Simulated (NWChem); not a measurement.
SiHO$_{2}$ cation; SMILES O=[Si]=[OH+]

```xyz
4

O      0.0009     1.5907     0.0000
Si    -0.0006     0.0879     0.0000
O      0.0023    -1.4357     0.0000
H     -0.0161    -2.4044     0.0000
```
Atoms are numbered in this order, from 1.

Level: PBE0/def2-SVP (NWChem), optimised geometry, unscaled harmonic frequencies. 

**Question.** List the harmonic frequencies with IR intensities, and the thermochemistry.

**Answer.** 
```csv
frequency (cm⁻¹),IR intensity (km/mol)
94,264.2
270,10.1
271,11.4
1003,12.6
1496,102.6
3849,939.7
```

```yaml
zero_point_energy: 10.0 kcal/mol
thermal correction to the enthalpy at 298.15 K (with zero-point energy): 13.4 kcal/mol
heat capacity Cv: 11.8 cal/(mol K)
entropy at 298.15 K and 1 atm (symmetry number 1): 57.5 cal/(mol K)
```

Rigid rotor and harmonic oscillator; modes under 100 cm⁻¹ make the entropy uncertain.
